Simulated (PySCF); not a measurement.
**Co: excitation energy**

Co [Ar] 3d7 4s2 (4F) → Co [Ar] 3d6 4s2 4p1 (high-spin determinant), as a difference of total energies. Computed with PySCF 2.14 in aug-cc-pwCVTZ-DK with one added diffuse shell each of s, p, d, f, g type (11s10p8d5f4g, 152 functions), with the spin-free X2C one-electron Hamiltonian (Gaussian nucleus). Correlated levels: valence: [Ar] frozen; valence and next inner shell: [Ne] frozen; nothing frozen. The calculations carry no spin-orbit coupling.

```json
{"method": "UHF", "excitation energy (cm⁻¹)": "41044"}
{"method": "LDA", "excitation energy (cm⁻¹)": "61252"}
{"method": "PBE", "excitation energy (cm⁻¹)": "60307"}
{"method": "PBE0", "excitation energy (cm⁻¹)": "56249"}
{"method": "r2SCAN", "excitation energy (cm⁻¹)": "58024"}
{"method": "MP2 (valence)", "excitation energy (cm⁻¹)": "52925"}
{"method": "SCS-MP2 (valence)", "excitation energy (cm⁻¹)": "54257"}
{"method": "MP2 (valence and next inner shell)", "excitation energy (cm⁻¹)": "54619"}
{"method": "SCS-MP2 (valence and next inner shell)", "excitation energy (cm⁻¹)": "54855"}
{"method": "MP2 (all electrons)", "excitation energy (cm⁻¹)": "54751"}
{"method": "SCS-MP2 (all electrons)", "excitation energy (cm⁻¹)": "54894"}
```

A first-order spin-orbit estimate (lowest level to lowest level, LS coupling) adds 0.053 eV.

The determinant of the upper state mixes LS terms, which raises its energy above the lowest term, most at the Hartree-Fock and MP2 levels.
